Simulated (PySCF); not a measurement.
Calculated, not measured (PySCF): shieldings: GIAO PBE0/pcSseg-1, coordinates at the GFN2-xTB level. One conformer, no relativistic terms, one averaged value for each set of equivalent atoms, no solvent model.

References, each an isolated molecule treated in the same way: TMS for ¹H (σ = 31.72 ppm) and ¹³C (σ = 186.93 ppm). Shifts are as computed. Against solution values, carbons near 30 ppm lie about +3 ppm off and those near 130 ppm about +5 ppm. Of 1211 compounds with measured shifts, 218 miss one by over three times the rms of a fit or turn the order of signals round; such compounds aren't used in these exercises.

Task: Order these molecules by the shift of their most deshielded carbon-bound hydrogen, lowest δ first.
A. C[Si](C)(C)[Si](C)(C)C
B. C=C1CC[C@H]1c1ccccc1
C. CC(=O)[P@](C)(=O)C(F)(F)F
D. C=C1C=CC=C(C2CC2)C=C1

Result: A (0.04 ppm, hydrogen on a methyl carbon bonded to Si), C (2.99 ppm, hydrogen on a methyl carbon α to a carbonyl), D (6.02 ppm, hydrogen on an alkene CH), B (7.59 ppm, hydrogen on an aromatic CH).

Task: Order these molecules by the shift of their most shielded carbon, lowest δ first.
A. C=C1CC[C@H]1c1ccccc1
B. C[Si](C)(C)[Si](C)(C)C
C. CC(=O)[P@](C)(=O)C(F)(F)F
D. C=C1C=CC=C(C2CC2)C=C1

Result: B (-1.7 ppm, methyl carbon bonded to Si), C (10.7 ppm, methyl carbon bonded to P), D (15.1 ppm, three-membered-ring carbon), A (29.8 ppm, sp3 CH2 in a ring).

Task: How many ¹³C and ¹H signals does each give (equivalence by symmetry and fast rotation, but not about amide C–N or C=N bonds)? `C=C1CC[C@H]1c1ccccc1`, `C=C1C=CC=C(C2CC2)C=C1`, `CC(=O)[P@](C)(=O)C(F)(F)F`, `C[Si](C)(C)[Si](C)(C)C`, `C=CC/P=P/CCC#N`

Result: C=C1CC[C@H]1c1ccccc1: 9 C, 10 H; C=C1C=CC=C(C2CC2)C=C1: 10 C, 10 H; CC(=O)[P@](C)(=O)C(F)(F)F: 4 C, 2 H; C[Si](C)(C)[Si](C)(C)C: 1 C, 1 H; C=CC/P=P/CCC#N: 6 C, 6 H.
